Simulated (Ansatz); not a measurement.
Species: sum formula H6SiN3O, net charge 0, doublet state. It need not be the lowest isomer of its formula. 
Coordinates optimised at B3LYP-D3(BJ)/def2-TZVP (Ansatz, an electronic-structure program):
SMILES: [NH][Si](N)(N)O
```xyz
11

N      1.0542     1.1942     0.7511
Si     0.0084     0.0248    -0.0071
N     -0.7884    -0.9334     1.1651
N      1.0832    -0.8630    -0.9821
O     -1.2540     0.6683    -0.8547
H      0.5540     1.9775     1.1752
H     -1.6781    -0.6613     1.5517
H     -0.2719    -1.5409     1.7792
H      0.8220    -1.6568    -1.5411
H      2.0774    -0.7347    -0.9037
H     -1.0324     1.1378    -1.6622
```
Charge 0, spin multiplicity 2.

Parts of the frozen-core correlation energy in 6-31G (Ansatz, hartree). Frozen orbitals: 9; correlated occupied orbitals by spin: 16 and 15; virtual: 36 and 37. UHF or UKS for open shells. Spin-orbit coupling is left out. Non-relativistic.

```json
[
 {"term": "reference (HF)", "value": "-530.54595"},
 {"term": "MP2 opposite-spin", "value": "…"},
 {"term": "MP2 same-spin", "value": "…"},
 {"term": "CCSD correlation", "value": "…"},
 {"term": "(T)", "value": "-0.00894"},
 {"term": "T1 diagnostic", "value": "0.016"},
 {"term": "largest doubles amplitude", "value": "0.022"},
 {"term": "<S^2> of the reference", "value": "0.757"}
]
```

Question: Some entries are withheld; supply them.

Answer: 
- MP2 opposite-spin, value: -0.35583
- MP2 same-spin, value: -0.11366
- CCSD correlation, value: -0.50213
